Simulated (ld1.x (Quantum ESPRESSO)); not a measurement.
**Before and after: ultrasoft potential for gallium (Ga)**

gallium, ultrasoft, made with ld1.x (Quantum ESPRESSO) 7.5 (PBE, fully relativistic). Core [Ar] 3d10, reference 4s1.75 4p1.25. Waves: 4s (bound): rcut 1.55, rcutus 1.90 bohr; 4s channel at 4.05 Ry: rcut 1.55, rcutus 1.90 bohr; 4p (bound): rcut 1.75, rcutus 1.95 bohr; 4p channel at 2.25 Ry: rcut 1.75, rcutus 1.95 bohr; 4d channel at -0.05 Ry: rcut 1.65, rcutus 1.85 bohr. Local part: all-electron potential smoothed inside 1.80 bohr (lloc = -1). Core correction: Bessel-smoothed model core inside 1.50 bohr. Augmentation charge: PSQ, inside the norm-conserving radii.

Open shells are filled in proportion to 2j + 1 (rel_dist='average').

Change: reference 4s1.5 4p1.5; added wave 4d channel at 2.55 Ry: rcut 1.65, rcutus 1.85 bohr.

Cutoffs: the cutoffs (Ry, on a coarse ladder) from which the occupation-weighted sum of valence levels, in a spherical-Bessel basis at the reference potential, stays within 10 and 1 mRy of its value at 400 Ry; they do not see the model core or the augmentation charge, which bear on the density cutoff. Errors are all-electron minus pseudo energies relative to the spin-unpolarised reference configuration.

What does the change do?

Both files are so soft that the ladder of cutoffs tells neither apart; both files keep a bound ghost (d); the range in which the d3/2 phases agree widens (upper end 0.8 → at the end of the scan); the range in which the d5/2 phases agree widens (upper end 0.8 → at the end of the scan).

```tsv
quantity	base	changed
cutoff, loose	8 Ry	8 Ry
cutoff, tight	10 Ry	10 Ry
bound ghosts	d5/2, d3/2	d3/2, d5/2
largest error over its own tests, meV	-166	-140
s: phases at 2.14 bohr within 0.05 rad from the reference energy up to (Ry; the scan ends near 5)	to the end of the scan	to the end of the scan
p1/2: phases at 2.14 bohr within 0.05 rad from the reference energy up to (Ry; the scan ends near 5)	to the end of the scan	to the end of the scan
p3/2: phases at 2.14 bohr within 0.05 rad from the reference energy up to (Ry; the scan ends near 5)	to the end of the scan	to the end of the scan
d3/2: phases at 2.14 bohr within 0.05 rad from the reference energy up to (Ry; the scan ends near 5)	0.8	to the end of the scan
d5/2: phases at 2.14 bohr within 0.05 rad from the reference energy up to (Ry; the scan ends near 5)	0.8	to the end of the scan
lowest overlap eigenvalue by channel	s 0.58, p1/2 0.61, p3/2 0.61, d3/2 0.08, d5/2 0.09	s 0.58, p1/2 0.61, p3/2 0.61, d3/2 0.06, d5/2 0.06
```

 A true bound ghost makes a file unfit for plane-wave use even where its test errors are small: the radial tests pick states by their node count and pass the ghost by.
